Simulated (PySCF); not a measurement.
PySCF job for Si(AsH2)2(H)2 (As₂H₆Si), SMILES [AsH2][SiH2][AsH2], PBE-D3(BJ)/def2-SVP. Coordinates come from a PBE-D3(BJ)/def2-SVP optimisation. The structure was generated by enumeration, and PubChem lists no compound with its InChIKey, so it may never have been made.

```python
import numpy as np
from pyscf import gto, scf, dft, df
from pyscf.hessian import thermo

mol = gto.M(
    atom='''
    Si   -0.00000000   -0.00000000    1.00955584
    As    2.06436870   -0.00000000   -0.20206541
    As   -2.06436870    0.00000000   -0.20206542
    H     0.00000001   -1.21531565    1.90116755
    H    -0.00000000    1.21531566    1.90116754
    H     1.55359731    1.10292041   -1.14994987
    H     1.55359731   -1.10292040   -1.14994987
    H    -1.55359731   -1.10292041   -1.14994986
    H    -1.55359732    1.10292040   -1.14994986
    ''',
    basis='def2-SVP',
    charge=0,
    spin=0,
    max_memory=1600,
    verbose=3,
)
mf = dft.RKS(mol, xc='pbe').density_fit(auxbasis='def2-universal-jkfit')
mf.disp = 'd3bj'
mf.grids.level = 3
mf.conv_tol = 1e-11
mf.max_cycle = 100
mf.kernel()

# [left out here: the lines that compute and print the analytic Hessian (its translational invariance restored by hand, since the grid's response is missing), thermochemistry and intensities]
```

It prints:

```
converged SCF energy = -4763.38553108735

WARN: DFTD3 does not support analytical Hessian, using finite difference


WARN: Mole.unit (angstrom) is changed to Bohr

Mode                                 0                   1                   2
Irrep
Freq [cm^-1]                       90.2456            106.9078            130.1907
Reduced mass [au]                   9.2205              1.0110              1.1845
Force const [Dyne/A]                0.0442              0.0068              0.0118
Char temp [K]                     129.8433            153.8165            187.3154
Normal mode                   x     y     z       x     y     z       x     y     z
       0  Si                 0.00  0.00 -0.08    0.00 -0.00 -0.00    0.00  0.06  0.00
       1  As                 0.07  0.00  0.02    0.00 -0.00  0.00    0.00 -0.02 -0.00
       2  As                -0.07 -0.00  0.02   -0.00  0.00  0.00   -0.00 -0.02 -0.00
       3   H                 0.00  0.00 -0.08   -0.04 -0.00 -0.00   -0.00  0.08  0.04
       4   H                 0.00 -0.00 -0.08    0.04 -0.00  0.00    0.00  0.08 -0.04
       5   H                 0.14  0.00 -0.02    0.15  0.34  0.32    0.19  0.31  0.28
       6   H                 0.14 -0.00 -0.02   -0.15  0.34 -0.32   -0.19  0.31 -0.28
       7   H                -0.14 -0.00 -0.02   -0.15 -0.34  0.32    0.19  0.31 -0.28
       8   H                -0.14  0.00 -0.02    0.15 -0.34 -0.32   -0.19  0.31  0.28
Mode                                 3                   4                   5
Irrep
Freq [cm^-1]                      283.8742            324.0770            388.2320
Reduced mass [au]                  13.3243              1.1126              7.4524
Force const [Dyne/A]                0.6326              0.0688              0.6618
Char temp [K]                     408.4317            466.2746            558.5794
Normal mode                   x     y     z       x     y     z       x     y     z
       0  Si                 0.00  0.00 -0.14    0.00  0.06  0.00    0.16 -0.00  0.00
       1  As                -0.04 -0.00  0.03   -0.00 -0.01  0.00   -0.03  0.00  0.02
       2  As                 0.04 -0.00  0.03   -0.00 -0.01 -0.00   -0.03  0.00 -0.02
       3   H                 0.00  0.00 -0.13    0.00 -0.32 -0.50    0.23  0.00  0.00
       4   H                 0.00 -0.00 -0.13   -0.00 -0.32  0.50    0.23  0.00 -0.00
       5   H                 0.06  0.00 -0.02    0.18 -0.02 -0.12   -0.00  0.01  0.02
       6   H                 0.06 -0.00 -0.02   -0.18 -0.02  0.12   -0.00 -0.01  0.02
       7   H                -0.06 -0.00 -0.02    0.18 -0.02  0.12   -0.00  0.01 -0.02
       8   H                -0.06  0.00 -0.02   -0.18 -0.02 -0.12   -0.00 -0.01 -0.02
Mode                                 6                   7                   8
Irrep
Freq [cm^-1]                      509.1395            521.4713            614.2042
Reduced mass [au]                   1.0081              1.0497              1.1085
Force const [Dyne/A]                0.1540              0.1682              0.2464
Char temp [K]                     732.5384            750.2812            883.7030
Normal mode                   x     y     z       x     y     z       x     y     z
       0  Si                -0.00 -0.00 -0.00   -0.03  0.00 -0.00    0.00  0.00 -0.05
       1  As                -0.00  0.00  0.00   -0.01 -0.00 -0.00    0.01  0.00  0.00
       2  As                -0.00 -0.00  0.00   -0.01 -0.00  0.00   -0.01 -0.00  0.00
       3   H                 0.45  0.00  0.00    0.26 -0.00 -0.00    0.00  0.01 -0.02
       4   H                -0.45  0.00 -0.00    0.26  0.00 -0.00    0.00 -0.01 -0.02
       5   H                 0.35  0.02 -0.16    0.41  0.02 -0.19   -0.43 -0.03  0.19
       6   H                -0.35  0.02  0.16    0.41 -0.02 -0.19   -0.43  0.03  0.19
       7   H                -0.35 -0.02 -0.16    0.41  0.02  0.19    0.43  0.03  0.19
       8   H                 0.35 -0.02  0.16    0.41 -0.02  0.19    0.43 -0.03  0.19
Mode                                 9                  10                  11
Irrep
Freq [cm^-1]                      684.8628            749.3094            770.5988
Reduced mass [au]                   1.1123              1.0183              1.1233
Force const [Dyne/A]                0.3074              0.3369              0.3930
Char temp [K]                     985.3651           1078.0894           1108.7201
Normal mode                   x     y     z       x     y     z       x     y     z
       0  Si                -0.00  0.06  0.00   -0.00 -0.00  0.00    0.06  0.00 -0.00
       1  As                 0.00 -0.01 -0.00    0.00 -0.01  0.00   -0.01 -0.00 -0.00
       2  As                 0.00 -0.01 -0.00    0.00  0.01 -0.00   -0.01 -0.00  0.00
       3   H                 0.00 -0.11 -0.22    0.54  0.00  0.00   -0.60  0.00  0.00
       4   H                -0.00 -0.11  0.22   -0.54  0.00 -0.00   -0.60 -0.00  0.00
       5   H                -0.39 -0.01  0.20   -0.28  0.00  0.16    0.19  0.03 -0.06
       6   H                 0.39 -0.01 -0.20    0.28  0.00 -0.16    0.19 -0.03 -0.06
       7   H                -0.39 -0.01 -0.20    0.28 -0.00  0.16    0.19  0.03  0.06
       8   H                 0.39 -0.01  0.20   -0.28 -0.00 -0.16    0.19 -0.03  0.06
Mode                                12                  13                  14
Irrep
Freq [cm^-1]                      874.8121            947.5231            952.0361
Reduced mass [au]                   1.0429              1.0218              1.0221
Force const [Dyne/A]                0.4702              0.5405              0.5458
Char temp [K]                    1258.6599           1363.2748           1369.7680
Normal mode                   x     y     z       x     y     z       x     y     z
       0  Si                -0.00  0.00 -0.04   -0.01 -0.00  0.00   -0.00  0.00 -0.01
       1  As                -0.00 -0.00  0.00   -0.00 -0.00 -0.01   -0.00 -0.00 -0.01
       2  As                 0.00  0.00  0.00   -0.00 -0.00  0.01    0.00 -0.00 -0.01
       3   H                 0.00  0.41  0.55    0.04 -0.00 -0.00    0.00  0.06  0.08
       4   H                 0.00 -0.41  0.55    0.04  0.00 -0.00    0.00 -0.06  0.08
       5   H                -0.00 -0.05 -0.06    0.12  0.34  0.34    0.12  0.34  0.33
       6   H                -0.00  0.05 -0.06    0.12 -0.34  0.34    0.12 -0.34  0.33
       7   H                 0.00  0.05 -0.06    0.12  0.34 -0.34   -0.12 -0.34  0.33
       8   H                 0.00 -0.05 -0.06    0.12 -0.34 -0.34   -0.12  0.34  0.33
Mode                                15                  16                  17
Irrep
Freq [cm^-1]                     2117.1002           2119.3179           2133.2425
Reduced mass [au]                   1.0201              1.0201              1.0253
Force const [Dyne/A]                2.6940              2.6995              2.7490
Char temp [K]                    3046.0358           3049.2266           3069.2611
Normal mode                   x     y     z       x     y     z       x     y     z
       0  Si                -0.00 -0.00 -0.00    0.00  0.00  0.00   -0.00 -0.01 -0.00
       1  As                -0.00  0.00 -0.01   -0.00 -0.00 -0.01    0.00  0.01  0.00
       2  As                -0.00  0.00  0.01    0.00 -0.00 -0.01    0.00  0.01 -0.00
       3   H                 0.00 -0.00  0.00   -0.00  0.11 -0.07    0.00  0.22 -0.16
       4   H                 0.00  0.00  0.00   -0.00 -0.11 -0.07   -0.00  0.22  0.16
       5   H                 0.15 -0.36  0.30    0.15 -0.36  0.30    0.15 -0.33  0.28
       6   H                 0.15  0.36  0.30    0.15  0.36  0.30   -0.15 -0.33 -0.28
       7   H                 0.15 -0.36 -0.30   -0.15  0.36  0.29    0.15 -0.33 -0.28
       8   H                 0.15  0.36 -0.30   -0.15 -0.36  0.29   -0.15 -0.33  0.28
Mode                                18                  19                  20
Irrep
Freq [cm^-1]                     2134.6542           2141.1122           2157.8743
Reduced mass [au]                   1.0215              1.0304              1.0475
Force const [Dyne/A]                2.7426              2.7831              2.8739
Char temp [K]                    3071.2921           3080.5838           3104.7007
Normal mode                   x     y     z       x     y     z       x     y     z
       0  Si                -0.00  0.00  0.00    0.00 -0.00 -0.03    0.00 -0.04  0.00
       1  As                -0.00  0.01 -0.00   -0.00 -0.00 -0.00    0.00 -0.00  0.00
       2  As                -0.00 -0.01  0.00    0.00 -0.00 -0.00   -0.00 -0.00  0.00
       3   H                 0.00 -0.00  0.00   -0.00 -0.56  0.39   -0.00  0.51 -0.38
       4   H                -0.00 -0.00 -0.00    0.00  0.56  0.39    0.00  0.51  0.38
       5   H                 0.16 -0.35  0.31    0.03 -0.07  0.05   -0.06  0.14 -0.12
       6   H                -0.16 -0.35 -0.31    0.03  0.07  0.05    0.06  0.14  0.12
       7   H                -0.16  0.35  0.31   -0.03  0.07  0.05   -0.06  0.14  0.12
       8   H                 0.16  0.35 -0.31   -0.03 -0.07  0.05    0.06  0.14 -0.12
temperature 298.1500 [K]
pressure 101325.00 [Pa]
Rotational constants [GHz] 9.15494 0.77017 0.72651
Symmetry number 2
Zero-point energy (ZPE) 0.04727 [Eh]   124117.263 [J/mol]
                           tot       elec      trans        rot        vib
Entropy [J/mol/K]       356.823      0.000    173.783    113.608     69.432
Cv [J/mol/K]             99.540      0.000     12.472     12.472     74.596
Cp [J/mol/K]            107.854      0.000     20.786     12.472     74.596
Internal energy [J/mol]                      3718.434   3718.434 135500.632
Internal energy [Eh]   -4763.33109  -4763.38553
Enthalpy [J/mol]                             6197.391   3718.434 135500.632
Enthalpy [Eh]          -4763.33014
Gibbs free energy [J/mol]                  -45616.091 -30153.665 114799.505
Gibbs free energy [Eh] -4763.37067
mode   freq/cm-1   IR/(km/mol)
   1       90.25         0.861
   2      106.91         0.000
   3      130.19         2.055
   4      283.87         1.460
   5      324.08        10.929
   6      388.23         1.006
   7      509.14         0.000
   8      521.47        64.498
   9      614.20         2.049
  10      684.86         0.513
  11      749.31         0.000
  12      770.60       114.729
  13      874.81        56.196
  14      947.52         0.393
  15      952.04        36.554
  16     2117.10        11.291
  17     2119.32        66.353
  18     2133.24        53.945
  19     2134.65         0.000
  20     2141.11       119.061
  21     2157.87       160.278
max |gradient| / (hartree/bohr): 8.349932168357529e-05
APT charges: [ 0.7363  0.0936  0.0936 -0.2392 -0.2392 -0.1113 -0.1113 -0.1113 -0.1113]
```

The run converged.
